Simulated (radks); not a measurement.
The fluorine ion F2+, configuration [He] 2s2 2p3.

Method: Dirac Kohn-Sham, PBEsol, spin-unpolarised, spherical densities, point nucleus; open shells are shared between the two j in proportion to 2j + 1; speed of light set to 1370.36 atomic units (10 times the physical value, a model run); computed with a radial shooting solver on a logarithmic mesh with Libxc functionals.

Energy parts (eV):
total: -2645.995
kinetic: 2639.908
electron-nucleus: -6067.899
Hartree: 1020.695
exchange-correlation: -238.699

Orbitals (lengths in bohr, moments of r in powers of bohr; <r^-3> diverges for s and p1/2):
orbital  occ.  eigenvalue (eV)     <r>  <r^-3>  small-component weight
1s1/2       2        -707.2572  0.1768       -                9.85e-06
2s1/2       2         -67.6562  0.9206       -                1.31e-06
2p1/2       1         -48.8840  0.8967       -                1.17e-06
2p3/2       2         -48.8831  0.8967   10.41                1.17e-06

The highest occupied level is 2p3/2 at -48.883 eV. The density falls to 0.001 e/bohr^3 at r = 2.47 bohr.
